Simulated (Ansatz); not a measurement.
`[F][Al]1[CH]=[C]1[SiH3]` + `[OH][GaH][Br]` → `[SiH3][O][GaH][Br]` + `[F][Al]1[CH]=[CH]1` at 298.15 K and 1 bar (ligand exchange at the Si–C bond).

Calculated with Ansatz (gas phase, PBE0-D4/def2-TZVP geometries, no zero-point term in ΔE). CCSD(T)/CBS adds triple-zeta CCSD(T) − MP2 to the extrapolated MP2 energy (def2 sets, frozen cores). For Br, Ga outer-core shells are correlated without core-valence functions, which leaves a few kJ/mol of doubt a bond. Scalar relativity is left out up to krypton. One conformer a species, not always the lowest.

```
                  species  CCSD(T)/CBS energy (Eh)  H − E (kJ/mol)  S (J/(mol·K))
`[F][Al]1[CH]=[C]1[SiH3]`               -709.39382           146.9          345.6
          `[OH][GaH][Br]`              -4573.71961            71.5          311.1
     `[SiH3][O][GaH][Br]`              -4864.03713           119.3          380.5
     `[F][Al]1[CH]=[CH]1`               -419.10904            99.8          280.3
```

H − E and S are ideal-gas, rigid-rotor, harmonic terms from PBE0-D4/def2-TZVP, for one conformer and one mirror image of each species. 1 Eh = 2625.50 kJ/mol, R = 8.31446 J/(mol·K).

Task: By hand: ΔE, ΔH, ΔS and ΔG.

Result: ΔE = (-4864.03713) + (-419.10904) − (-709.39382) − (-4573.71961) = -0.03274 Eh = -86.0 kJ/mol. Δ(H − E) = 119.3 + 99.8 − 146.9 − 71.5 = 0.7, so ΔH = -85.3 kJ/mol. ΔS = 380.5 + 280.3 − 345.6 − 311.1 = 4.1 J/(mol·K). ΔG = -85.3 − 298.15 × (4.1)/1000 = -86.5 kJ/mol.

Task: By hand: the equilibrium constant, and the temperature at which ΔG would vanish if ΔH and ΔS stayed fixed.

Result: log₁₀ K = −ΔG/(RT ln 10) = 15.2. ΔH and −TΔS have one sign here, so there is no such temperature.

The number of gas molecules stays the same, so ΔS is small and ΔH decides. A doubt of 5 kJ/mol in ΔE shifts log₁₀ K by 0.9 here. Other conformers and mirror images would add mixing entropy, several J/(mol·K) or more a flexible species. Modes under 60 cm⁻¹, often nearly free rotors, make the harmonic entropy too high. These are equilibria of isolated gas molecules and say nothing of rates. Largest T1 diagnostic: 0.014 (customary marks: 0.02 for closed shells, 0.045 for open ones).

ΔS is within the doubt of such terms, so its sign, and with it that verdict, could turn.
